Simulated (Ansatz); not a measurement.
Job for Ansatz (a first-principles code): R-B3LYP-D3(BJ)/def2-TZVP on C2H2 (SMILES C#C).

Ansatz 0.2 input:
```yaml
crystal:
  periodic: [false, false, false]
  atoms:
    - {symbol: C, position_ang: [0.00000000, 0.00000000, 0.60810000]}
    - {symbol: C, position_ang: [0.00000000, 0.00000000, -0.60810000]}
    - {symbol: H, position_ang: [0.00000000, 0.00000000, -1.67400000]}
    - {symbol: H, position_ang: [0.00000000, 0.00000000, 1.67400000]}
basis:
  gaussian:
    orbitals: def2-TZVP
hamiltonian:
  xc: b3lyp
  dispersion: d3bj
relax: {f_tol: 0.001, max_steps: 120}
accuracy: high
scf: {lower_state_search: off}
```

Task: Give the final energy of this run.

Result: -77.3668 hartree.

Task: How many basis functions does it have, and what does it roughly cost on one machine?

Result: 74 functions; about 8 core-seconds (a rough figure).
